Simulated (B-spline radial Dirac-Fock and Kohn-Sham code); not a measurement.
## Widths and yields of inner-shell holes in Ta⁺

System: tantalum as Ta⁺, [Xe] 4f14 5d3 6s1.

Input file task.json (cfg lists n, l and occupation; rrms is the nuclear radius in fm):

```json
{"items": [{
  "Z": 73,
  "q": 1,
  "cfg": [[1, 0, 2], [2, 0, 2], [2, 1, 6], [3, 0, 2], [3, 1, 6], [3, 2, 10], [4, 0, 2], [4, 1, 6], [4, 2, 10], [4, 3, 14], [5, 0, 2], [5, 1, 6], [5, 2, 3], [6, 0, 1]],
  "A": 181,
  "rrms": 5.3507,
  "do": ["binding", "quiet", "decay"],
  "holes": ["K", "L1", "L2", "L3", "M1", "M2", "M3", "M4", "M5", "N1", "N2", "N3", "N4", "N5", "N6", "N7"]
}]}
```

Run with: `python xray_run.py task.json out`

Model: independent-particle rates on relativistic LDA orbitals of the hole state (multipoles up to L = 3, Coulomb Auger matrix elements, transition energies from Dirac-Fock). Program: a radial atomic solver.

Partial widths are in eV. Coster-Kronig decay leaves a hole in the same principal shell; its rates are the weakest part of the model, often 1.5 to 2.5 times too large and more for N holes. Holes without an open Auger channel, or with an unreliable SCF state, are not listed.

```
hole  radiative    Auger  Coster-Kronig    total  fluorescence yield  lifetime (fs)
   K       35.2     1.55              0     36.8               0.958         0.0179
  L1      0.763     1.89           3.06     5.71               0.134          0.115
  L2       1.30     2.77          0.671     4.75               0.274          0.139
  L3       1.17     3.51              0     4.68               0.250          0.141
  M1     0.0269    0.984           16.8     17.8             0.00151         0.0370
  M2     0.0282     1.08           10.8     11.9             0.00238         0.0554
  M3     0.0294     1.30           8.92     10.2             0.00287         0.0642
  M4     0.0335     1.67         0.0250     1.73              0.0194          0.380
  M5     0.0316     1.74              0     1.77              0.0179          0.372
  N1   0.000849   0.0979           13.2     13.3            6.37e-05         0.0494
  N2    0.00151   0.0978           12.6     12.7            0.000119         0.0520
  N3   0.000969    0.105           9.75     9.85            9.83e-05         0.0668
  N4    0.00126    0.105           7.04     7.15            0.000176         0.0921
  N5    0.00112    0.119           6.77     6.89            0.000163         0.0955
  N6   2.11e-07   0.0326              0   0.0326            6.49e-06           20.2
  N7   1.82e-07  0.00947              0  0.00947                   ?              ?
```

Problem. What are the fluorescence yield and the lifetime of the N7 hole?

Solution. The yield is the radiative width over the total, 1.92e-05, and the lifetime is ħ/Γ = 69.5 fs.

Values without a named source are computed, but for edge energies of neutral atoms, which are taken from tables.
